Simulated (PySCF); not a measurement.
Species: 3,4-dimethylphosphinine, C₇H₉P.
Atom-mapped SMILES: `[CH3:1][c:2]1[cH:3][cH:4][p:5][cH:6][c:7]1[CH3:8]`

NICS = −σ at a ghost point: NICS(0) at the centroid of the ring atoms, NICS(1) 1 Å to either side along the normal of their mean plane, zz for the tensor component along that normal. Level: GIAO B97-2/pcSseg-2 (PySCF, non-relativistic, gas phase) on the PBE0-D3(BJ)/def2-TZVP geometry, one conformer.

Ring bond lengths (Å): C2–C3 1.392, C3–C4 1.383, C4–P5 1.722, P5–C6 1.725, C6–C7 1.387, C7–C2 1.405.

Task: Give the NICS values of each ring in ppm.

Result: 
```csv
ring,type,NICS(0),"NICS(1), two faces","NICS(1)zz, two faces",rms pucker (Å),"centre to ring atoms, mean (Å)"
C2–C3–C4–P5–C6–C7,6-membered ring with P; formal bonds all aromatic,-7.3,-9.5 / -9.5,-26.2 / -26.2,0.00,1.49
```

Task: What can be read from them?

Result: 
- C2–C3–C4–P5–C6–C7: mean NICS(1)zz -26.2 ppm, shielded.

Task: What does the geometric index give? HOMA = 1 − mean of α(R − Ropt)² over the ring bonds, with Krygowski's 1993 parameters (CC: Ropt 1.388 Å, α 257.7 Å⁻²; CP: Ropt 1.698 Å, α 118.91 Å⁻²).

Result: 
- C2–C3–C4–P5–C6–C7: HOMA 0.96; the largest term is that of P5–C6, α(R − Ropt)² = 0.09.

Task: At the second NICS(1) probe listed for ring C2–C3–C4–P5–C6–C7, 1 Å off the ring, what do the in-plane components average?

Result: The isotropic value is a third of the trace: (3 × -9.5 − (-26.2))/2 = -1.2 ppm.

Task: List the ring angles.

Result: 
- C2–C3–C4–P5–C6–C7: C2 121.3°, C3 125.1°, C4 124.9°, P5 99.6°, C6 127.4°, C7 121.7°; sum 720.0° against 720° for a flat convex ring.

Task: How shielded are the nuclei of the rings and their hydrogens (means over atoms taken as equivalent)?

Result: 
```csv
atoms,environment,σ isotropic (ppm),"principal values of the symmetric part, first atom (ppm)"
C2,substituted aromatic carbon,39.2,"-57.9, 4.1, 171.4"
C3,aromatic CH carbon,43.0,"-67.2, 42.0, 154.3"
C4,aromatic CH carbon,22.5,"-144.3, 34.2, 177.7"
P5,phosphorus bonded to 2 C,108.4,"-139.0, -28.6, 492.9"
C6,aromatic CH carbon,20.9,"-136.7, 41.6, 157.7"
C7,substituted aromatic carbon,34.2,"-72.1, 2.9, 171.8"
H on C3,aromatic hydrogen,23.62,"19.3, 22.6, 29.0"
H on C4,aromatic hydrogen,22.73,"19.9, 20.9, 27.5"
H on C6,aromatic hydrogen,22.78,"19.0, 20.4, 29.0"
```

Task: How do the values depend on the level or the medium?

Result: 
| level | NICS(0), C2–C3–C4–P5–C6–C7 | mean NICS(1)zz, C2–C3–C4–P5–C6–C7 |
| --- | --- | --- |
| B97-2/pcSseg-2, gas | -7.3 | -26.2 |
| KT3/pcSseg-2, gas | -7.3 | -25.3 |
| PBE0/pcSseg-2, gas | -7.2 | -26.3 |
| wB97X-D/pcSseg-2, gas | -7.1 | -26.5 |
| WP04/pcSseg-2, IEF-PCM chloroform | -7.7 | -25.7 |
| wB97X-D/pcSseg-2, IEF-PCM chloroform | -7.0 | -26.4 |

The geometry is the same throughout; the continuum's cavity takes Bondi-type radii × 1.2.

Time: 34 s wall, 82 s CPU; peak memory 2.8 GiB. Hardware: 2 threads, AMD EPYC 9R45 (x86_64), no GPU, shared host. This is the whole shielding run at B97-2/pcSseg-2, SCF included.
